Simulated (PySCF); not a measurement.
# [Eu(NH3)2]3+ at several levels of theory

Computed with PySCF 2.14.0 (density fitting, no spin-orbit coupling) at the geometry relaxed with PBE:

```xyz
9
[Eu(NH3)2]3+ (singlet in the valence; each metal's 4f electrons, 6 of them, lie in its core potential, out of spins and levels)
Eu   -0.6338   -0.9827    0.0001
N     0.1044    0.1612    1.9860
H     1.0019    0.7020    1.9148
H    -0.5613    0.8734    2.3794
H     0.2782   -0.4638    2.8133
N     0.1021    0.1621   -1.9862
H     1.0658   -0.0819   -2.3282
H    -0.4891   -0.0126   -2.8377
H     0.1347    1.2107   -1.9415
```

```tsv
level	basis	state	HOMO (eV)	gap (eV)	charge on Eu1 (e)	population of f-type functions on Eu1 (polarisation alone where 4f lies in the core)	dipole about the centre of mass (D)	largest force component (eV/Å)
PBE	Eu lcecp-1-SVP with ECP52, N def2-SVP, H def2-SVP	singlet	-24.28	5.28	2.03	0.03	3.80	0.01
revPBE	the same	singlet	-24.24	5.32	2.04	0.03	3.74	0.12
CAM-B3LYP	the same	singlet	-27.11	10.05	2.12	0.03	3.36	0.33
TPSS	the same	singlet	-24.35	5.59	2.08	0.03	3.63	0.22
PBE	Eu lcecp-1-TZVP with ECP52, N def2-TZVP, H def2-TZVP	singlet	-24.19	5.29	2.22	0.03	3.81	0.33
```

In the lcecp rows the 4f levels are missing from HOMO and gap, and the state counts the valence alone.

Charges are Mulliken's, which hang on the basis. The relaxation used the grid (50, 194), these runs (75, 302) or, all-electron (x2c bases, spin-free X2C Hamiltonian), (99, 590).

Question: What does M06-L with Eu lcecp-1-SVP with ECP52, N def2-SVP, H def2-SVP give here?

Answer: state singlet, HOMO (eV) -24.51, gap (eV) 6.11, charge on Eu1 (e) 2.19, population of f-type functions on Eu1 (polarisation alone where 4f lies in the core) 0.03, dipole about the centre of mass (D) 3.35, largest force component (eV/Å) 0.45. Time: 6 s on 2 threads of Arm Neoverse V2 (shared host), from an already converged density.

In the first row's basis the gap widens with exact exchange: 5.3 to 6.1 eV for PBE, revPBE, TPSS, M06-L (none); 10.1 eV for CAM-B3LYP (rising or full at long range).

No frequency check is given that shows the relaxed geometry to be a minimum, and it was reached by following one of several unstable modes of a saddle point. An lcecp potential fixes the number of 4f electrons, so in runs with it no electron can move into or out of that shell.
